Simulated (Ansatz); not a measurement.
Cost and result for the atomization energy of C3H9FInN (`CC(C)[NH][InH][F]`) (15 atoms, 14 bonds).

Cartesian coordinates in Å:
```
C -1.093 -0.542 -0.953
C 0.020 0.462 -0.711
C 1.389 -0.200 -0.823
N -0.178 1.141 0.564
In -0.360 0.249 2.346
F -0.611 -1.688 2.121
H -0.976 -1.023 -1.927
H -2.067 -0.048 -0.926
H -1.078 -1.325 -0.188
H -0.048 1.234 -1.491
H 1.473 -1.007 -0.088
H 1.545 -0.631 -1.816
H 2.188 0.522 -0.635
H 0.255 2.053 0.583
H -0.458 0.802 3.942
```

The species carries charge 0 and has multiplicity 1. Correlated methods include outer-core shells of In, which these sets cover unevenly. In takes the def2 core potential. All single points use the PBE0-D4/def2-TZVP geometry. It is one conformer, not always the lowest. Program: Ansatz. All runs use 2 threads of an AMD EPYC 7R13 on a shared host and a share of an NVIDIA H100 80 GB. Times are those of one run each, without the atoms' runs, and a repeat can differ threefold. Electronic energies, without spin–orbit coupling; frozen cores. CCSD(T)/CBS adds CCSD(T) − MP2 in def2-TZVPP to the MP2 limit, and its time is that of the two runs behind it. T1 = 0.015. With those shells the extrapolation isn't a true limit. B3LYP takes the VWN-RPA correlation (the form of Gaussian; ORCA's B3LYP/G).

CCSD(T)/CBS is a level of theory with its own doubt, some kJ/mol a heavy atom from the limit and from the frozen cores, so smaller differences don't rank the functionals.

```csv
level,functions,wall time
PBE0-D4/def2-TZVPP,331,2 s
PBE-D4/def2-TZVPP (with forces),331,2.2 s
r2SCAN-D4/def2-TZVPP (with forces),331,2.5 s
B3LYP-D4/def2-TZVPP (with forces),331,2.6 s
ωB97X-V/def2-TZVPP,331,2.6 s
B2PLYP/def2-TZVPP,331,3.1 s
ωB97M-V/def2-TZVPP (with forces),331,3.8 s
MP2/def2-QZVPP,637,5.5 s
CCSD(T)/def2-TZVPP,331,9 s
CCSD(T)/CBS(def2),–,15 s
```

**Question.** What atomization energy does each give, and how far from CCSD(T)/CBS? (Best estimate.)

**Answer.** Computed: 
```tsv
level	atomization (kJ/mol)	difference from CCSD(T)/CBS	per bond
PBE0-D4/def2-TZVPP	5384.0	-13.4	-1.0
PBE-D4/def2-TZVPP (with forces)	5478.4	81.0	5.8
r2SCAN-D4/def2-TZVPP (with forces)	5379.4	-18.0	-1.3
B3LYP-D4/def2-TZVPP (with forces)	5370.4	-27.0	-1.9
ωB97X-V/def2-TZVPP	5402.7	5.3	0.4
B2PLYP/def2-TZVPP	5314.8	-82.6	-5.9
ωB97M-V/def2-TZVPP (with forces)	5395.0	-2.4	-0.2
MP2/def2-QZVPP	5400.7	3.3	0.2
CCSD(T)/def2-TZVPP	5255.1	-142.3	-10.2
CCSD(T)/CBS(def2)	5397.4	0.0	0.0
```

In def2-TZVPP, CCSD(T) changes the Hartree–Fock value by +1380.2 kJ/mol (the triples alone add +79.2 kJ/mol) and MP2 by +1440.8 kJ/mol; breaking electron pairs costs correlation energy, which Hartree–Fock lacks. From PBE to PBE0 (25 % exact exchange), in def2-TZVPP and without D4, the atomization energy moves by −89.5 kJ/mol: exact exchange takes away binding that semilocal exchange gives to molecules. The D4 term adds +52.9 kJ/mol with B3LYP and +28.1 kJ/mol with PBE0; it sums over pairs of atoms, weighted by their polarisabilities, and B3LYP, whose exchange is more repulsive, gets the larger term.

Spin–orbit coupling would lower the free In atoms strongly, and the atomization energy with them, by more than many differences here.
